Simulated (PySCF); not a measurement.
**Electron correlation in Te (tellurium, neutral)**

[Kr] 4d10 5s1 5p4 5d1, one real determinant (an excited configuration). Calculation: PySCF 2.14, in aug-cc-pVQZ-PP with one added diffuse shell each of s, p, d, f, g type with ECP28MDF (8s8p6d4f3g, 117 functions); a scalar-relativistic core potential. Frozen: 4s2 4p6 4d10; 6 electrons correlated.

MP2 pair energies summed by pair of shells (mhartree):

```tsv
pair	energy	share (%)
5p-5p	-58.15	71.7
5p-5d	-12.54	15.5
5s-5p	-9.72	12.0
5s-5d	-0.72	0.9
```

Total MP2 correlation energy: -81.13 mhartree.

Same-spin part -24.16 and opposite-spin part -56.97 mhartree; SCS-MP2 scales them by 1/3 and 6/5 to -76.42 mhartree.

The reference is one real determinant that mixes LS terms of this configuration.
